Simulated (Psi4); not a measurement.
A dimer, CH2O2 ··· CS2 (SMILES O=CO and S=C=S); the first 5 atoms form monomer A.

```
8

O      0.8130    -0.5369     0.0023
C     -0.4226    -0.0085    -0.0006
O     -0.6722     1.1619    -0.0037
H      1.4490     0.1980     0.0012
H     -1.1672    -0.8145     0.0007
S      1.2932     1.3783     3.5535
C      2.1915     0.1666     3.1850
S      3.0898    -1.0452     2.8167
```

### Question
What interaction energy does SAPT0/jun-cc-pVDZ, frozen core (Psi4) give, and which attractive term is the largest?

### Answer
Total -1.83 kJ/mol: electrostatics -1.21, exchange 5.60, induction -0.52, dispersion -5.70. The most attractive term is dispersion.
